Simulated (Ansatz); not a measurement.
Reaction (cleavage of the Si–Si bond): `F[SiH2]N[SiH2][SiH3]` + `[OH][InH][Br]` → `[SiH3][O][InH][Br]` + `F[SiH2]N[SiH3]`

Program: Ansatz. Geometries: PBE0-D4/def2-TZVP. ΔE: electronic, gas phase. CCSD(T)/CBS is the MP2 limit (def2-TZVPP, def2-QZVPP) plus CCSD(T) − MP2 in def2-TZVPP, frozen cores. This one scheme is used for every species. Functionals use def2-TZVPP. B3LYP here is the variant with VWN-RPA as its local correlation; programs differ in this. Elements past krypton have def2 core potentials. For Br, In outer-core shells are correlated without core-valence functions, which leaves a few kJ/mol of doubt a bond. Scalar relativity is left out up to krypton. One conformer a species, not always the lowest.

Task: Is it downhill or uphill in electronic energy at CCSD(T)/CBS, and by how much? (Estimate.)

Result: Ansatz gave: Downhill: ΔE = -26.7 kcal/mol.

Task: What do these levels give: PBE-D4, PBE0-D4, ωB97M-V, B2PLYP, PBE, PBE0, B3LYP, HF/def2-TZVPP, SCS-MP2/def2-TZVPP, CCSD/def2-TZVPP, HF/def2-QZVPP, CCSD/CBS(def2)? (An estimate is asked.)

Result: The calculation gave: PBE-D4 -19.3, PBE0-D4 -21.9, ωB97M-V -27.0, B2PLYP -27.4, PBE -19.4, PBE0 -22.0, B3LYP -25.9, HF/def2-TZVPP -33.6, SCS-MP2/def2-TZVPP -29.9, CCSD/def2-TZVPP -27.8, HF/def2-QZVPP -34.0, CCSD/CBS(def2) -27.6 kcal/mol.

Largest T1 diagnostic among the species: 0.014.

From PBE to PBE0 (25 % exact exchange), in def2-TZVPP and without D4, ΔE moves by −2.6 kcal/mol. In def2-TZVPP, CCSD(T) changes the Hartree–Fock value by +6.6 kcal/mol (the triples alone add +0.9 kcal/mol) and MP2 by +4.7 kcal/mol.
